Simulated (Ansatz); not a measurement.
Au₄ (the lowest singlet isomer of a short search). The state is a singlet with charge 0. Geometry PBE-D4/def2-SVP, basis def2-TZVP, Ansatz.

```xyz
4

Au   -0.412    0.074   -1.263
Au   -1.449   -1.850    0.363
Au    0.411   -0.074    1.263
Au    1.449    1.850   -0.364
```

```json
{"run": "A", "HOMO (eV)": "-6.06", "LUMO (eV)": "-3.83"}
{"run": "B", "HOMO (eV)": "-5.67", "LUMO (eV)": "-4.54"}
{"run": "C", "HOMO (eV)": "-5.72", "LUMO (eV)": "-4.19"}
{"run": "D", "HOMO (eV)": "-5.64", "LUMO (eV)": "-4.67"}
{"run": "E", "HOMO (eV)": "-6.05", "LUMO (eV)": "-4.12"}
{"run": "F", "HOMO (eV)": "-5.42", "LUMO (eV)": "-4.47"}
```

In the def2 sets Au takes a core potential; there is no spin–orbit coupling. B3LYP takes the VWN-RPA correlation. HSE06 is defined as in plane-wave codes, on full-range PBE exchange. The structure comes from a short search, and lower isomers may exist.

**Question.** The runs used B3LYP, B97M-V, HSE06, PBE, PBE0, r2SCAN. Estimate which is which.

**Answer.** A PBE0 (25 % exact exchange); B r2SCAN (0 % exact exchange); C HSE06 (range-separated); D PBE (0 % exact exchange); E B3LYP (20 % exact exchange); F B97M-V (0 % exact exchange). Exact exchange lowers occupied and raises empty levels; among semilocal functionals meta-GGAs tend to open the gap a little, and such runs are hard to tell apart. The gap grows from 0.95 eV (B97M-V) to 2.23 eV (PBE0).
